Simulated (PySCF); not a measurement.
# Steps of a relaxation of Pb3

Pb3 (singlet). PySCF 2.14.0, RKS BP86, Pb def2-SVP with ECP60; non-relativistic Hamiltonian with scalar-relativistic core potentials where named; density fitting; no spin-orbit coupling. Origin of the start: template. Columns: position (Å) and force (eV/Å). Energies are counted from the last step; some of the 6 steps are shown. Forces carry noise of the integration grid, about 0.01 to 0.03 eV/Å.

Run from Python with OMP_NUM_THREADS=2. Where DIIS fails, smearing, a level shift and second-order steps follow.
It took 14 s on 2 threads of Arm Neoverse V2, with other jobs on the host, from the converged density of the start.

```xyz
3
step 0  E = 0.346 eV
Pb    0.0000    0.0000    3.0500     0.00    0.00   -1.20
Pb    0.0000    0.0000    0.0000     0.00    0.00    0.00
Pb    0.0000    0.0000   -3.0500     0.00    0.00    1.20
```

```xyz
3
step 2  E = 0.011 eV
Pb    0.0000    0.0000    2.7657     0.00    0.00    0.30
Pb    0.0000    0.0000    0.0000     0.00    0.00    0.00
Pb    0.0000    0.0000   -2.7657     0.00    0.00   -0.30
```

```xyz
3
step 3  E = 0.001 eV
Pb    0.0000    0.0000    2.8124     0.00    0.00   -0.08
Pb    0.0000    0.0000    0.0000     0.00    0.00    0.00
Pb    0.0000    0.0000   -2.8124     0.00    0.00    0.08
```

Where does the relaxation end?

It converges at step 5 in D∞h:
```xyz
3
step 5  E = 0
Pb    0.0000    0.0000    2.8019
Pb    0.0000    0.0000    0.0000
Pb    0.0000    0.0000   -2.8019
```
